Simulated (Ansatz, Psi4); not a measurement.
Here is a job for Ansatz (a quantum-chemistry and plane-wave program).
Ansatz 0.2 input:
```yaml
crystal:
  periodic: [false, false, false]
  atoms:
    - {symbol: C, position_ang: [1.17379428, -0.29888506, -0.03064780]}
    - {symbol: C, position_ang: [-0.00061861, 0.69049820, -0.11946954]}
    - {symbol: N, position_ang: [-1.28175622, -0.07360499, 0.01875596]}
    - {symbol: H, position_ang: [2.13180660, 0.23713849, 0.01082447]}
    - {symbol: H, position_ang: [1.16758703, -1.00712786, 0.84854650]}
    - {symbol: H, position_ang: [1.20574491, -0.94467985, -0.92468513]}
    - {symbol: H, position_ang: [0.04801484, 1.28923134, 0.84658688]}
    - {symbol: H, position_ang: [-1.25328855, -0.75326842, 0.80694167]}
    - {symbol: H, position_ang: [-1.36662521, -0.65573752, -0.81880195]}
basis:
  gaussian:
    orbitals: 6-311G__.json
total_charge: -1
magnetization: {spin_polarized: false}
correlation: {method: mp2, electrons: outside_noble_gas}
accuracy: high
```
The basis file holds 6-311G** in the JSON format of the Basis Set Exchange.

Convert this to an input for Psi4.

Several could match; the one computed here: 
```
memory 2 GB

molecule {
-1 1
C     1.17379428   -0.29888506   -0.03064780
C    -0.00061861    0.69049820   -0.11946954
N    -1.28175622   -0.07360499    0.01875596
H     2.13180660    0.23713849    0.01082447
H     1.16758703   -1.00712786    0.84854650
H     1.20574491   -0.94467985   -0.92468513
H     0.04801484    1.28923134    0.84658688
H    -1.25328855   -0.75326842    0.80694167
H    -1.36662521   -0.65573752   -0.81880195
}

set {
  basis 6-311g**
  freeze_core true
  mp2_type conv
  scf_type pk
  puream true
  d_convergence 1e-8
}

energy('mp2')
print_variables()
```

Both were run: Ansatz gave -134.085970 Eh and Psi4 -134.085970 Eh, 0.000 mEh apart.
